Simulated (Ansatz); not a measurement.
Cost and result up the ladder for Pd2Se3 (the lowest singlet isomer of a short search) (5 atoms). Charge 0, multiplicity 1. Geometry: PBE-D4/def2-SVP.

```xyz
5

Pd   -1.0668   -0.3011   -0.1190
Pd    1.0119    0.5142    1.4127
Se    1.3402   -0.0787   -0.8730
Se   -1.1225    1.5898    1.3587
Se   -0.1629   -1.7242   -1.7794
```

Ansatz on 4 threads of Arm Neoverse N1 on a shared host. Times are rough, and most runs start from the orbitals of an earlier one. No level here is sound enough to serve as a yardstick. Binding counts from free atoms at the same level (Pd singlet, Se triplet; other spins of the atoms weren't run), without zero-point energy or a counterpoise term.

In the def2 sets Pd takes a core potential; there is no spin–orbit coupling. LC-ωPBE has ω = 0.4 bohr⁻¹. No other spin state of charge 0 was run. Another isomer (singlet) lies 0.37 eV lower at PBE0-D4/def2-TZVP; other spin states weren't run for this one.

Run but left out: HF/STO-3G (restricted singlet, unstable in another Hartree–Fock run and untested here); MP2/def2-TZVP, CCSD(T)/def2-SVP (restricted singlet, unstable towards broken spin symmetry).

```
                         level  functions  wall time  binding energy per atom (eV)                        remarks
         LDA (SPW92)/def2-TZVP        224      4.9 s                          3.20  restricted SCF unstable in HF
               PBE-D4/def2-SVP        158      5.5 s                          2.60  restricted SCF unstable in HF
PBE-D4/def2-TZVP (with forces)        224       10 s                          2.61  restricted SCF unstable in HF
              PBE0-D4/def2-SVP        158       12 s                          2.14  restricted SCF unstable in HF
           r2SCAN-D4/def2-TZVP        224       19 s                          2.54  restricted SCF unstable in HF
             PBE0-D4/def2-TZVP        224       22 s                          2.17  restricted SCF unstable in HF
          r2SCANh-D4/def2-TZVP        224       32 s                          2.37  restricted SCF unstable in HF
             LC-ωPBE/def2-TZVP        224       34 s                          1.73  restricted SCF unstable in HF
```
